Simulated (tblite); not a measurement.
A geometry optimisation, step by step.

C₅H₉FO₂Si.
Numbering: `[CH2:1]=[C:2]1[C@@H:3]([O:4][CH3:5])[C@@H:6]1[O:7][SiH2:8][F:9]` (hydrogens: H10, H11 on C1; H12 on C3; H13, H14, H15 on C5; H16 on C6; H17, H18 on Si8)

Computed with GFN2-xTB (tblite), gas phase: L-BFGS steps from a force-field or distance-geometry start until the largest atomic force falls under 0.01 eV/Å. 11 of its 270 geometries are shown.

Step 0: E = -813.7750 eV, largest atomic force 2.828 eV/Å
```
atom  x, y, z in Å  |  force x, y, z in eV/Å
C1     -0.269    2.670    0.022   -0.473  -1.718   0.281
C2     -0.164    1.336    0.044    0.030   1.042   0.343
C3     -0.789    0.048    0.435    0.111   0.285  -0.671
O4     -1.868   -0.322   -0.412    0.029   0.014   0.530
C5     -2.732   -1.187    0.272   -0.201  -0.071   0.469
C6      0.577    0.070   -0.213   -0.499   1.268  -0.103
O7      1.664   -0.121    0.639    1.851  -1.446  -1.575
Si8     2.997   -0.880   -0.101   -0.187   0.741   0.538
F9      4.167    0.244   -0.474   -1.205  -1.059   0.340
H10    -1.206    3.091    0.430    0.887   0.040  -0.351
H11     0.516    3.298   -0.387   -0.396  -0.114   0.128
H12    -0.770   -0.345    1.455   -0.401   0.454  -0.187
H13    -3.573   -1.487   -0.368    0.534   0.022   0.003
H14    -3.155   -0.703    1.171   -0.008   0.033  -0.199
H15    -2.120   -2.021    0.624   -0.431  -0.528  -0.086
H16     0.636   -0.258   -1.253    0.134   0.057   0.331
H17     3.579   -1.878    0.806   -0.141   0.553  -0.074
H18     2.503   -1.551   -1.327    0.365   0.429   0.283
```

Step 27: E = -814.4198 eV, largest atomic force 0.093 eV/Å
```
atom  x, y, z in Å  |  force x, y, z in eV/Å
C1     -0.253    2.681    0.060    0.028   0.015   0.044
C2     -0.180    1.375    0.101    0.018  -0.021  -0.089
C3     -0.812    0.083    0.420    0.022   0.054  -0.003
O4     -1.929   -0.333   -0.321   -0.002   0.046  -0.010
C5     -2.768   -1.246    0.339    0.026  -0.002   0.004
C6      0.536    0.142   -0.282    0.024   0.030  -0.020
O7      1.685   -0.278    0.373   -0.072  -0.049   0.025
Si8     3.044   -0.961   -0.150   -0.043  -0.048  -0.020
F9      4.132    0.179   -0.467    0.010   0.013   0.021
H10    -1.129    3.209    0.405    0.051  -0.025   0.054
H11     0.565    3.283   -0.306   -0.034  -0.030  -0.036
H12    -0.819   -0.217    1.465    0.016   0.006  -0.015
H13    -3.539   -1.506   -0.384   -0.015  -0.057   0.034
H14    -3.235   -0.800    1.224   -0.020   0.048   0.014
H15    -2.225   -2.144    0.649   -0.001  -0.077  -0.044
H16     0.520   -0.093   -1.342   -0.015   0.017   0.000
H17     3.494   -1.710    1.003    0.004   0.061  -0.012
H18     2.902   -1.656   -1.423    0.003   0.019   0.052
```

Step 54: E = -814.4639 eV, largest atomic force 0.163 eV/Å
```
atom  x, y, z in Å  |  force x, y, z in eV/Å
C1     -0.056    2.654    0.086    0.024   0.035   0.022
C2     -0.161    1.354   -0.017    0.048   0.050   0.036
C3     -0.903    0.145    0.365    0.010   0.106   0.010
O4     -2.113   -0.177   -0.249    0.006  -0.093  -0.038
C5     -2.748   -1.295    0.329    0.036   0.006   0.042
C6      0.415    0.047   -0.389   -0.035   0.153   0.031
O7      1.508   -0.438    0.315   -0.080  -0.070  -0.124
Si8     2.986   -0.898   -0.110   -0.046  -0.025   0.016
F9      3.864    0.392   -0.500    0.054  -0.032  -0.008
H10    -0.841    3.240    0.542    0.052  -0.012  -0.052
H11     0.809    3.190   -0.272   -0.043  -0.032  -0.048
H12    -0.845   -0.093    1.427   -0.075  -0.089  -0.004
H13    -3.611   -1.517   -0.300    0.032   0.031   0.078
H14    -3.073   -1.048    1.348   -0.078  -0.112  -0.037
H15    -2.091   -2.173    0.373   -0.026   0.087  -0.074
H16     0.386   -0.210   -1.446   -0.013  -0.067   0.112
H17     3.418   -1.432    1.160    0.122   0.003  -0.004
H18     3.046   -1.735   -1.300    0.011   0.060   0.040
```

Step 81: E = -814.5474 eV, largest atomic force 0.081 eV/Å
```
atom  x, y, z in Å  |  force x, y, z in eV/Å
C1      0.176    2.582   -0.013   -0.033   0.012  -0.047
C2     -0.143    1.315    0.047   -0.013  -0.004  -0.004
C3     -0.997    0.244    0.584   -0.010  -0.029   0.019
O4     -2.251    0.004    0.031   -0.038   0.025  -0.022
C5     -2.680   -1.331    0.192    0.001   0.015   0.002
C6      0.246   -0.075   -0.235    0.047   0.024  -0.017
O7      1.354   -0.616    0.405   -0.031  -0.029   0.023
Si8     2.885   -0.780   -0.058    0.016  -0.070   0.037
F9      3.485    0.619   -0.578    0.004   0.011   0.011
H10    -0.443    3.349    0.423   -0.013  -0.013  -0.004
H11     1.068    2.904   -0.528   -0.003  -0.002   0.027
H12    -0.942    0.051    1.657    0.040   0.007   0.029
H13    -3.664   -1.392   -0.270    0.030  -0.004   0.000
H14    -2.755   -1.595    1.252   -0.016   0.009   0.045
H15    -1.998   -2.038   -0.293    0.006   0.026  -0.040
H16     0.090   -0.443   -1.244   -0.012  -0.012  -0.013
H17     3.514   -1.131    1.195    0.009   0.013  -0.026
H18     3.046   -1.662   -1.203    0.017   0.021  -0.019
```

Step 108: E = -814.5539 eV, largest atomic force 0.018 eV/Å
```
atom  x, y, z in Å  |  force x, y, z in eV/Å
C1      0.141    2.581   -0.052    0.004  -0.014  -0.008
C2     -0.125    1.306    0.060   -0.007   0.015  -0.001
C3     -0.975    0.243    0.619   -0.002  -0.003  -0.002
O4     -2.245    0.034    0.090   -0.006   0.000   0.001
C5     -2.672   -1.306    0.192   -0.006  -0.006   0.009
C6      0.250   -0.088   -0.225    0.009   0.002  -0.004
O7      1.350   -0.662    0.400    0.005  -0.004   0.004
Si8     2.889   -0.803   -0.051   -0.005   0.003  -0.014
F9      3.476    0.627   -0.500    0.010  -0.005   0.014
H10    -0.500    3.331    0.382   -0.002   0.001  -0.002
H11     1.010    2.926   -0.588    0.017   0.005  -0.001
H12    -0.890    0.048    1.689   -0.006  -0.004  -0.001
H13    -3.649   -1.352   -0.284   -0.001  -0.001   0.005
H14    -2.758   -1.613    1.240    0.006  -0.006  -0.002
H15    -1.982   -1.986   -0.321   -0.005   0.007   0.004
H16     0.073   -0.451   -1.234    0.004  -0.006   0.000
H17     3.521   -1.203    1.184   -0.012   0.003   0.001
H18     3.076   -1.624   -1.238   -0.003   0.015  -0.004
```

Step 134: E = -814.5625 eV, largest atomic force 0.034 eV/Å
```
atom  x, y, z in Å  |  force x, y, z in eV/Å
C1      0.146    2.564   -0.155    0.000  -0.009   0.007
C2     -0.127    1.294   -0.003    0.010   0.000  -0.020
C3     -0.971    0.252    0.603   -0.006   0.023   0.003
O4     -2.263    0.038    0.135   -0.005  -0.001  -0.033
C5     -2.669   -1.308    0.245   -0.015  -0.009   0.027
C6      0.225   -0.110   -0.267    0.014  -0.003   0.006
O7      1.323   -0.700    0.343    0.019  -0.016  -0.006
Si8     2.886   -0.780   -0.028    0.014   0.016  -0.013
F9      3.554    0.686   -0.029   -0.023  -0.016  -0.002
H10    -0.480    3.328    0.276   -0.008   0.009   0.006
H11     1.006    2.893   -0.715    0.009  -0.016  -0.006
H12    -0.848    0.083    1.675    0.009  -0.016   0.009
H13    -3.696   -1.347   -0.115    0.011  -0.006  -0.007
H14    -2.633   -1.644    1.288   -0.003  -0.007  -0.017
H15    -2.039   -1.969   -0.362   -0.017   0.021   0.020
H16     0.024   -0.494   -1.265   -0.007   0.010   0.013
H17     3.396   -1.510    1.109    0.000   0.002   0.001
H18     3.155   -1.270   -1.371   -0.003   0.018   0.013
```

Step 161: E = -814.5708 eV, largest atomic force 0.367 eV/Å
```
atom  x, y, z in Å  |  force x, y, z in eV/Å
C1      0.273    2.456   -0.261   -0.014  -0.006  -0.019
C2     -0.071    1.204   -0.109   -0.007   0.016  -0.012
C3     -0.936    0.217    0.554    0.023  -0.006  -0.013
O4     -2.263    0.063    0.169    0.006  -0.022   0.031
C5     -2.698   -1.267    0.343   -0.018  -0.023  -0.012
C6      0.164   -0.217   -0.409    0.020   0.014  -0.005
O7      1.259   -0.917    0.073    0.181   0.105  -0.012
Si8     2.853   -0.663    0.021   -0.023   0.235  -0.012
F9      3.235    0.784    0.648   -0.109  -0.317  -0.150
H10    -0.278    3.251    0.215    0.031  -0.019   0.008
H11     1.114    2.739   -0.873    0.004   0.001  -0.007
H12    -0.754    0.032    1.615    0.024   0.000  -0.021
H13    -3.736   -1.301    0.019   -0.024   0.007   0.035
H14    -2.619   -1.566    1.395   -0.061  -0.015  -0.031
H15    -2.103   -1.961   -0.264   -0.009   0.001   0.009
H16    -0.163   -0.567   -1.388    0.038   0.000   0.035
H17     3.304   -1.678    0.947    0.020   0.013  -0.033
H18     3.410   -0.603   -1.332   -0.082   0.013   0.211
```

Step 188: E = -814.5904 eV, largest atomic force 0.063 eV/Å
```
atom  x, y, z in Å  |  force x, y, z in eV/Å
C1      0.318    2.391   -0.331    0.013  -0.006   0.001
C2     -0.046    1.146   -0.160   -0.022   0.001  -0.013
C3     -0.894    0.162    0.528   -0.003   0.016   0.005
O4     -2.239    0.054    0.188    0.015  -0.025  -0.001
C5     -2.765   -1.239    0.398   -0.002  -0.014   0.013
C6      0.177   -0.274   -0.469   -0.005   0.013   0.003
O7      1.297   -0.956   -0.016    0.026  -0.003  -0.009
Si8     2.861   -0.575    0.051   -0.007   0.028   0.009
F9      3.082    0.740    0.958   -0.012  -0.059  -0.017
H10    -0.184    3.204    0.168    0.008  -0.031  -0.009
H11     1.141    2.647   -0.980   -0.017   0.013   0.004
H12    -0.676   -0.029    1.580   -0.001  -0.004   0.007
H13    -3.795   -1.211    0.045    0.025   0.003  -0.012
H14    -2.755   -1.507    1.461    0.032   0.029  -0.002
H15    -2.202   -1.996   -0.160   -0.018   0.018  -0.008
H16    -0.163   -0.635   -1.436   -0.006  -0.002   0.007
H17     3.387   -1.718    0.764   -0.014   0.026  -0.006
H18     3.448   -0.197   -1.225   -0.013  -0.003   0.028
```

Step 215: E = -814.6193 eV, largest atomic force 0.157 eV/Å
```
atom  x, y, z in Å  |  force x, y, z in eV/Å
C1      0.328    2.395   -0.555   -0.064  -0.142   0.022
C2     -0.008    1.149   -0.333    0.018   0.079  -0.010
C3     -0.773    0.185    0.471   -0.026  -0.044   0.000
O4     -2.153    0.102    0.315   -0.039   0.020   0.036
C5     -2.652   -1.204    0.516    0.009  -0.018  -0.014
C6      0.136   -0.278   -0.661    0.065   0.000  -0.062
O7      1.279   -1.004   -0.369    0.002   0.005  -0.002
Si8     2.723   -0.597    0.212    0.050   0.009   0.024
F9      2.570    0.341    1.516   -0.012  -0.039  -0.047
H10    -0.104    3.198    0.019    0.010   0.016  -0.003
H11     1.032    2.664   -1.325    0.026  -0.013   0.005
H12    -0.412   -0.029    1.480   -0.029   0.041  -0.021
H13    -3.729   -1.149    0.365    0.054   0.018   0.032
H14    -2.435   -1.555    1.533   -0.026   0.007  -0.047
H15    -2.218   -1.908   -0.204   -0.007   0.004   0.043
H16    -0.335   -0.638   -1.573   -0.004   0.020   0.027
H17     3.227   -1.879    0.655   -0.013   0.038  -0.029
H18     3.516    0.213   -0.700   -0.015   0.000   0.045
```

Step 242: E = -814.6407 eV, largest atomic force 0.030 eV/Å
```
atom  x, y, z in Å  |  force x, y, z in eV/Å
C1      0.327    2.365   -0.777    0.013   0.006   0.006
C2      0.009    1.131   -0.484   -0.021   0.002   0.009
C3     -0.718    0.195    0.385   -0.011   0.000   0.009
O4     -2.104    0.115    0.302    0.008  -0.003  -0.005
C5     -2.608   -1.162    0.627   -0.012  -0.027   0.007
C6      0.163   -0.306   -0.758    0.005   0.019  -0.009
O7      1.337   -0.987   -0.488   -0.002  -0.005  -0.007
Si8     2.650   -0.576    0.348    0.004  -0.004  -0.006
F9      2.253   -0.242    1.876    0.003   0.002   0.004
H10    -0.092    3.197   -0.234    0.017  -0.013  -0.010
H11     1.014    2.595   -1.577   -0.022  -0.001   0.006
H12    -0.320    0.031    1.388    0.001   0.026   0.010
H13    -3.690   -1.064    0.669   -0.003   0.013  -0.026
H14    -2.236   -1.498    1.601    0.011   0.012   0.015
H15    -2.335   -1.905   -0.130    0.021  -0.006   0.000
H16    -0.331   -0.709   -1.637    0.002  -0.013   0.000
H17     3.380   -1.822    0.350   -0.013   0.005  -0.015
H18     3.292    0.648   -0.099    0.001  -0.010   0.014
```

Step 269: E = -814.6488 eV, largest atomic force 0.010 eV/Å
```
atom  x, y, z in Å  |  force x, y, z in eV/Å
C1      0.300    2.394   -0.862    0.005   0.003   0.002
C2     -0.007    1.164   -0.540   -0.002  -0.006   0.000
C3     -0.706    0.238    0.362    0.000   0.004   0.004
O4     -2.090    0.122    0.290   -0.002  -0.009   0.003
C5     -2.552   -1.152    0.685    0.003  -0.001   0.004
C6      0.159   -0.277   -0.786   -0.002   0.000  -0.003
O7      1.346   -0.944   -0.548   -0.003   0.003  -0.001
Si8     2.616   -0.628    0.386    0.005   0.002   0.001
F9      2.175   -0.614    1.938    0.003  -0.001  -0.004
H10    -0.113    3.236   -0.330   -0.005  -0.002   0.001
H11     0.969    2.611   -1.679    0.006   0.002  -0.006
H12    -0.296    0.113    1.365   -0.003   0.000   0.003
H13    -3.636   -1.127    0.591    0.002   0.001  -0.002
H14    -2.278   -1.365    1.725    0.001   0.002  -0.001
H15    -2.144   -1.941    0.043   -0.005   0.002   0.000
H16    -0.358   -0.701   -1.642    0.000   0.001  -0.003
H17     3.409   -1.814    0.164    0.000   0.001   0.002
H18     3.200    0.689    0.202   -0.002  -0.003   0.003
```

**Question.** Summarise the path.

**Answer.** The energy falls by 0.8738 eV from step 0 to step 269; nine tenths of that is first reached at step 129. It rises by more than 0.2 meV at steps 137, 146, 149, 152, 155, 158, 161 and 164 and others. The largest force goes from 2.828 to 0.010 eV/Å. Among the bonds O7–Si8 changes most, from 1.703 to 1.608 Å; the atoms move by 1.316 Å rms after alignment.

The cost below is that of the whole relaxation. On one thread of an Arm Neoverse N1, no GPU (shared host), this took 3.3 s.
